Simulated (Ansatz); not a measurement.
Consider the redistribution: `C[Si]N([SiH3])[SiH3]` + `FC[S][SnH3]` → `F[Si]N([SiH3])[SiH3]` + `CC[S][SnH3]`.

Calculated with Ansatz (gas phase, PBE0-D4/def2-TZVP geometries, no zero-point term in ΔE). CCSD(T)/CBS adds triple-zeta CCSD(T) − MP2 to the extrapolated MP2 energy (def2 sets, frozen cores). Functionals use def2-TZVPP. def2 core potentials past Kr. For Sn outer-core shells are correlated without core-valence functions, which leaves a few kJ/mol of doubt a bond. Each species was taken in one conformer, which may not be the lowest.

```
    level  ΔE (kJ/mol)
r2SCAN-D4       -223.3
   r2SCAN       -223.6
```

Q: What does CCSD(T)/CBS give? (Best estimate.)

A: Ansatz gave: -233.1 kJ/mol. The listed levels differ from it by 9.8, 9.5 kJ/mol.

Largest T1 diagnostic among the species: 0.014.

From PBE to PBE0 (25 % exact exchange), in def2-TZVPP and without D4, ΔE moves by −6.1 kJ/mol.

CCSD(T)/CBS has its own doubt, a few kJ/mol and more with outer-core shells, so smaller differences from it don't rank the levels.
